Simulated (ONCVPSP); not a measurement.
Al (Z = 13) ONCV: all-electron and pseudo phase curves

| Item | Value |
| --- | --- |
| Element | Al |
| Generator | ONCVPSP 4.0.1 |
| Type | optimised norm-conserving Vanderbilt (ONCV) |
| Functional | LDA (Perdew-Wang 92) |
| Relativity | non-relativistic |
| Frozen core | [Ne] |
| Valence charge | 3 |
| Reference configuration | 3s2 3p1 |
| Partial waves | 3s: rc 1.70 bohr, ncon 4, nbas 9, qcut 3.3 1/bohr, 2 projectors, debl 2.8 Ha; 3p: rc 2.50 bohr, ncon 4, nbas 8, qcut 2.7 1/bohr, 1 projector; d scattering state at 0.36 Ha: rc 2.65 bohr, ncon 4, nbas 7, qcut 3.1 1/bohr, 1 projector |
| Local potential | polynomial inside 1.05 bohr (lpopt 5, dvloc0 0 Ha) |
| Core correction | Teter function, fcfact 2.75, rcfact 1.1 |

The phase is arctan(r·R′/R) of the radial function R(r), unwrapped; energies in Ha, scanned from -2 to 5 Ha. A pole is an energy at which the radial function vanishes at the test radius. The pseudo phase is shifted by a multiple of π to meet the all-electron one at the reference energy, and phase errors are pseudo minus all-electron; the curves can meet again beyond the range given. Levels narrower than the energy grid can be missing from the lists of poles.

For each channel, where are the poles, and over which energies does the pseudopotential scatter like the atom?

| channel | radius (bohr) | reference energy (Ha) | poles, all-electron | poles, pseudo | unbroken range about the reference energy with phases within 0.05 rad | phase error 1 Ha above the reference energy (rad) |
| --- | --- | --- | --- | --- | --- | --- |
| s | 1.73 | -0.29 | 2.69 | 2.68, 3.48 | below 3.3 | -0.002 |
| p | 2.54 | -0.10 | 0.82, 4.39 | 0.74, 2.66 | below 1.0 | -0.040 |
| d | 2.69 | 0.36 | 1.04, 3.65 | 1.08, 2.08 | below 1.5 | +0.032 |

Note: no bound ghost flagged; GHOST(+) flagged for d at 54.1 eV, s at 95.5 eV.

Phases in the s channel:

```
E (Ha)  all-electron  pseudo
 -1.98         1.074   1.060
 -1.80         1.026   1.013
 -1.62         0.966   0.955
 -1.44         0.892   0.882
 -1.26         0.796   0.787
 -1.08         0.670   0.663
 -0.90         0.504   0.498
 -0.72         0.286   0.283
 -0.54         0.020   0.018
 -0.36        -0.269  -0.269
 -0.18        -0.537  -0.537
  0.00        -0.757  -0.758
  0.18        -0.926  -0.928
  0.36        -1.054  -1.056
  0.54        -1.152  -1.154
  0.72        -1.228  -1.230
  0.90        -1.288  -1.290
  1.08        -1.337  -1.340
  1.26        -1.379  -1.381
  1.44        -1.413  -1.415
  1.62        -1.444  -1.445
  1.80        -1.470  -1.471
  1.98        -1.494  -1.495
  2.16        -1.516  -1.516
  2.34        -1.536  -1.536
  2.52        -1.554  -1.554
  2.70        -1.572  -1.573
  2.88        -1.589  -1.591
  3.06        -1.606  -1.611
  3.24        -1.623  -1.644
  3.42        -1.640  -4.559
  3.60        -1.657  -4.755
  3.78        -1.676  -4.782
  3.96        -1.695  -4.802
  4.14        -1.716  -4.820
  4.32        -1.739  -4.838
  4.50        -1.765  -4.857
  4.68        -1.795  -4.877
  4.86        -1.830  -4.899
```
